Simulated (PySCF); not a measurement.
**Stationary points of GeO(OH)2**

These are results of B3LYP/[Ge def2-SVP, O def2-SVP, H def2-SVP], no relativity, density fitting, PySCF, not measurements.

Relaxations began from a few typed shapes. The search is not exhaustive: other isomers or separated fragments can lie lower, and high-lying points may rest on an excited occupation.

| spin | group | bonds | angles | imaginary modes (cm⁻¹) | ΔE (kJ/mol) | ΔE with ZPE (kJ/mol) |
| --- | --- | --- | --- | --- | --- | --- |
| singlet | C2v | Ge–O 1.639 Å, Ge–O 1.756 Å (×2), O–H 0.969 Å (×2) | Ge–O–H 110.9° (×2), O–Ge–O 101.7°, O–Ge–O 129.1° (×2) | none | 0.0 | 0.0 |
| singlet | Cs | Ge–O 1.635 Å, Ge–O 1.754 Å, Ge–O 1.767 Å, O–H 0.970 Å (×2) | Ge–O–H 111.1°, Ge–O–H 111.9°, O–Ge–O 102.7°, O–Ge–O 128.4°, O–Ge–O 128.9° | 1 found | 2.7 | – |
| singlet | C2v | Ge–O 1.632 Å, Ge–O 1.765 Å (×2), O–H 0.968 Å (×2) | Ge–O–H 115.1° (×2), O–Ge–O 108.7°, O–Ge–O 125.6° (×2) | none | 22.8 | 19.2 |

The lowest minimum found is the singlet C2v: Ge–O 1.639 Å, Ge–O 1.756 Å (×2), O–H 0.969 Å (×2); Ge–O–H 110.9° (×2), O–Ge–O 101.7°, O–Ge–O 129.1° (×2).
